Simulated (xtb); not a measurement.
As2, charge -1, doublet, geometry from GFN2-xTB of the parent state (a state made from the parent by changing its charge; the spin is typed, not shown lowest); xtb 6.7.1 with GFN1-xTB.

Input for xtb:
```
$ xtb mol.xyz --gfn 1 --chrg -1 --uhf 1 --json

# file mol.xyz
2

As    -0.00000000    -0.00000000    -1.04699221
As     0.00000000     0.00000000     1.04699221
```

It wrote (shortened):

```
   ID    Z sym.   atoms
    1   33 As     1, 2

           -------------------------------------------------
          |                Calculation Setup                |
           -------------------------------------------------

           -------------------------------------------------
          |                 G F N 1 - x T B                 |
           -------------------------------------------------

          ...................................................
          :                      SETUP                      :
          :.................................................:
          :  # basis functions                  20          :
          :  # atomic orbitals                  18          :
          :  # shells                            6          :
          :  # electrons                        11          :
          :  # halogen bonds                     0          :
          :  max. iterations                   250          :
          :  Hamiltonian                  GFN1-xTB          :
          :  restarted?                      false          :
          :  GBSA solvation                  false          :
          :  PC potential                    false          :
          :  electronic temp.          300.0000000     K    :
          :  accuracy                    1.0000000          :
          :  -> integral cutoff          0.2500000E+02      :
          :  -> integral neglect         0.1000000E-07      :
          :  -> SCF convergence          0.1000000E-05 Eh   :
          :  -> wf. convergence          0.2000000E-04 e    :
          :  Broyden damping             0.4000000          :
          :  net charge                         -1          :
          :  unpaired electrons                  1          :
          ...................................................

 iter      E             dE          RMSdq      gap      omega  full diag
   1     -4.7477908 -0.474779E+01  0.417E+00    0.00       0.0  T
   2     -4.7477916 -0.820068E-06  0.250E+00    0.00       1.0  T
   3     -4.7477921 -0.456220E-06  0.954E-03    0.00       7.4  T
   4     -4.7477921 -0.881073E-12  0.537E-03    0.00      13.2  T
   5     -4.7477921 -0.464517E-12  0.324E-09    0.00  100000.0  T
   6     -4.7477921  0.000000E+00  0.646E-11    0.00  100000.0  T

   *** convergence criteria satisfied after 6 iterations ***

         :::::::::::::::::::::::::::::::::::::::::::::::::::::
         ::                     SUMMARY                     ::
         :::::::::::::::::::::::::::::::::::::::::::::::::::::
         :: total energy              -4.728290710191 Eh    ::
         :: gradient norm              0.054503691652 Eh/a0 ::
         :: HOMO-LUMO gap              0.000000000000 eV    ::
         ::.................................................::
         :: SCC energy                -4.747792098260 Eh    ::
         :: -> electrostatic           0.217820441235 Eh    ::
         :: repulsion energy           0.019998161783 Eh    ::
         :: dispersion energy         -0.000496773714 Eh    ::
         :: halogen bond corr.         0.000000000000 Eh    ::
         :: add. restraining           0.000000000000 Eh    ::
         :: total charge              -1.000000000000 e     ::
         :::::::::::::::::::::::::::::::::::::::::::::::::::::

           -------------------------------------------------
          |                Property Printout                |
           -------------------------------------------------

    * Orbital Energies and Occupations

         #    Occupation            Energy/Eh            Energy/eV
      -------------------------------------------------------------
         1        2.0000           -0.2482625              -6.7556
         2        2.0000           -0.1685605              -4.5868
         3        2.0000            0.0780115               2.1228
         4        2.0000            0.0800918               2.1794
         5        2.0000            0.0800918               2.1794
         6        0.5000            0.1662192               4.5231 (HOMO)
         7        0.5000            0.1662192               4.5231 (LUMO)
         8                          0.3423578               9.3160
         9                          0.3491323               9.5004
        10                          0.3491323               9.5004
        11                          0.4394006              11.9567
        12                          0.4394006              11.9567
        13                          0.4445623              12.0972
        14                          0.4445623              12.0972
        15                          0.5676552              15.4467
        16                          0.7272280              19.7889
        17                          0.7272280              19.7889
        18                          1.7318345              47.1256
      -------------------------------------------------------------
                  HL-Gap            0.0000000 Eh            0.0000 eV
             Fermi-level            0.1446874 Eh            3.9371 eV

  Mulliken/CM5 charges         n(s)   n(p)   n(d)
     1As   -0.50000 -0.50000   1.873  3.384  0.243
     2As   -0.50000 -0.50000   1.873  3.384  0.243

Wiberg/Mayer (AO) data.
largest (>0.10) Wiberg bond orders for each atom

 ---------------------------------------------------------------------------
     #   Z sym  total        # sym  WBO       # sym  WBO       # sym  WBO
 ---------------------------------------------------------------------------
     1  33 As   2.833 --     2 As   2.833
     2  33 As   2.833 --     1 As   2.833
 ---------------------------------------------------------------------------

Topologies differ in total number of bonds
Writing topology from bond orders to xtbtopo.mol

 dipole moment from electron density (au)
     X       Y       Z
  -0.0000  -0.0000  -0.0000  total (Debye):    0.000

           -------------------------------------------------
          | TOTAL ENERGY               -4.728290710191 Eh   |
          | GRADIENT NORM               0.054503691652 Eh/α |
          | HOMO-LUMO GAP               0.000000000000 eV   |
           -------------------------------------------------

normal termination of xtb
```
